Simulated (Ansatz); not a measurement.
**Abstraction of Br: SiH3Br + AlHBr → SiH3 + AlHBr2**

Species: SiH3Br `[SiH3]Br`, singlet; AlHBr `[AlH][Br]`, doublet; SiH3 (silyl radical) `[SiH3]`, doublet; AlHBr2 `[Br][AlH][Br]`, singlet. A radical takes Br: the energy is the difference in strength between the Si–Br bond broken and the Al–Br bond made.

Shapes, held fixed at every level: PBE0-D4/def2-TZVP. Programs: Ansatz 0.2.0. The zero-point and thermal change to 298 K, harmonic and unscaled (PBE0-D4/def2-TZVP), is -2.5 kJ/mol.

```tsv
level	kind	ΔH(298 K) (kJ/mol)	less CCSD(T)/def2-TZVPP
HF/def2-SVP	Hartree–Fock	-52.0	-9.1
HF/def2-TZVPP	Hartree–Fock	-41.0	+1.9
B3LYP-D4/def2-TZVPP	global hybrid	-35.8	+7.1
BHLYP-D4/def2-TZVPP	global hybrid	-38.6	+4.3
wB97X-V/def2-TZVPP	range-separated hybrid	-37.0	+5.9
MP2/def2-SVP	perturbation theory	-54.0	-11.1
CCSD(T)/def2-TZVPP	coupled cluster or CI	-42.9	0.0
```

The highest level, CCSD(T)/def2-TZVPP, gives ΔH(298 K) = -42.9 kJ/mol; the levels span -54.0 to -35.8. The column of differences is taken from that level and isn't an error. No measured value is set beside it here. Open shells run unrestricted unless RO is named. Relativity is left out for Br unless named. Correlated rows may include outer-core shells of Br, which these sets cover unevenly.
